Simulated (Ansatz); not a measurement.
Gas-phase electronic energies from Ansatz, PBE0-D4/def2-TZVP geometries. CBS: MP2 limit from def2 TZ/QZ plus the TZ coupled-cluster correction, frozen cores. Functionals use def2-TZVPP. HSE06 is defined as in plane-wave codes. Elements past krypton have def2 core potentials. For Te outer-core shells are correlated without core-valence functions, which leaves a few kJ/mol of doubt a bond.

Reaction (formal exchange of groups at a Te–C bond): `[SiH3]C(Cl)(Cl)[TeH]` + `[CH3][AlH][CH3]` → `[CH3][Al]([CH3])[TeH]` + `[SiH3]C(Cl)Cl`

`[SiH3]C(Cl)(Cl)[TeH]`:

Z-matrix (Å, degrees):
```
Si
C 1 1.898
H 1 1.481 2 108.2
H 1 1.483 2 107.4 3 -119.9
H 1 1.484 2 108.4 3 120.5
Cl 2 1.775 1 109.0 3 -176.7
Cl 2 1.782 1 108.7 3 -56.3
Te 2 2.168 1 111.1 3 59.1
H 8 1.660 2 92.4 1 65.3
```

`[CH3][AlH][CH3]`:

Z-matrix (Å, degrees):
```
C
Al 1 1.954
H 1 1.092 2 113.4
H 1 1.095 2 111.1 3 121.8
H 1 1.096 2 110.4 3 -120.9
C 2 1.954 1 121.2 3 -176.1
H 2 1.595 1 120.2 3 4.5
H 6 1.096 2 110.5 1 -117.3
H 6 1.093 2 113.4 1 3.7
H 6 1.095 2 111.0 1 125.4
```

`[CH3][Al]([CH3])[TeH]`:

Cartesian coordinates in Å:
```
C -1.084 0.690 1.105
Al 0.040 -0.310 -0.134
C 1.536 0.478 -1.107
Te -0.409 -2.779 -0.542
H -1.476 1.595 0.629
H -0.497 1.019 1.970
H -1.930 0.109 1.478
H 2.254 0.927 -0.413
H 1.187 1.283 -1.763
H 2.074 -0.245 -1.725
H -1.696 -2.767 0.503
```

`[SiH3]C(Cl)Cl`:

Z-matrix (Å, degrees):
```
Si
C 1 1.897
H 1 1.484 2 108.3
H 1 1.484 2 108.3 3 119.6
H 1 1.480 2 107.7 3 -120.2
Cl 2 1.776 1 109.4 3 -178.5
Cl 2 1.776 1 109.4 3 59.0
H 2 1.088 1 113.4 3 -59.7
```

```json
{"level": "HSE06-D4", "ΔE (kcal/mol)": "-43.2"}
{"level": "PBE0", "ΔE (kcal/mol)": "-44.5"}
{"level": "SCS-MP2/def2-QZVPP", "ΔE (kcal/mol)": "-40.2"}
{"level": "CCSD/CBS(def2)", "ΔE (kcal/mol)": "-42.2"}
```

**Question.** What does CCSD(T)/CBS give? (Estimate.)

**Answer.** Computed: -40.9 kcal/mol. The listed levels differ from it by -2.3, -3.6, 0.7, -1.3 kcal/mol.

Largest T1 diagnostic among the species: 0.011.

At CCSD(T), def2-SVP lies −1.7 kcal/mol from the extrapolated value and def2-TZVPP −0.7 kcal/mol. From BLYP to BHLYP (50 % exact exchange), in def2-TZVPP and without D4, ΔE moves by −4.0 kcal/mol.
